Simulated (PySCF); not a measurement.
Cartesian coordinates in Å; atom numbers follow the order of the lines, from 1:
```xyz
16

O     3.2716   -0.3665    1.0393
C     2.7368    0.4160    0.3110
O     3.3529    1.5077   -0.1686
C     1.3148    0.3364   -0.2143
O     0.6308   -0.7097    0.3806
Si   -0.6662   -1.5429   -0.1135
O    -1.9578   -0.5921   -0.3372
Si   -3.2085    0.4115   -0.1141
H     4.2642    1.5503    0.1644
H     0.8171    1.2933   -0.0083
H     1.3725    0.2210   -1.3046
H    -0.4762   -2.1391   -1.4325
H    -0.8506   -2.4084    1.0317
H    -3.8060    0.1236    1.1875
H    -4.1204    0.1305   -1.2202
H    -2.6826    1.7773   -0.1712
```

All values are calculated (PySCF 2.14): GIAO PBE0/pcSseg-1 shieldings, GFN2-xTB geometry. Fast rotation and ring inversion assumed for equivalent nuclei, no relativistic terms, a single conformation, no solvent model.

Task: List the cross peaks expected in HSQC, COSY and HMBC spectra.

Result: 

HSQC (one-bond C–H):
```tsv
δH	δC
4.66 (H10/H11)	63.3 (C4)
```

HMBC (two and three bonds, from the bond graph):
```tsv
δH	δC
4.82 (H12/H13)	63.3 (C4)
4.66 (H10/H11)	174.5 (C2)
```

No COSY cross peaks are expected.

δ = σ(ref) − σ, references computed at the same level: $^{1}$H (σ = 31.72 ppm), $^{13}$C (σ = 186.93 ppm) against TMS.

OH and NH positions are those of a molecule without intermolecular hydrogen bonds; in solution they move with solvent, concentration and temperature, and exchange usually removes their couplings. Shifts are as computed. Against solution values, carbons near 30 ppm lie about +3 ppm off and those near 130 ppm about +5 ppm. Of 1309 compounds with measured shifts, 239 miss one by over three times the rms of a fit or turn the order of signals round; such compounds aren't used in these exercises. The C=O carbon of an acid or of an amide with N–H lies up to 10 ppm further downfield in solution, through hydrogen bonding that the calculation lacks.
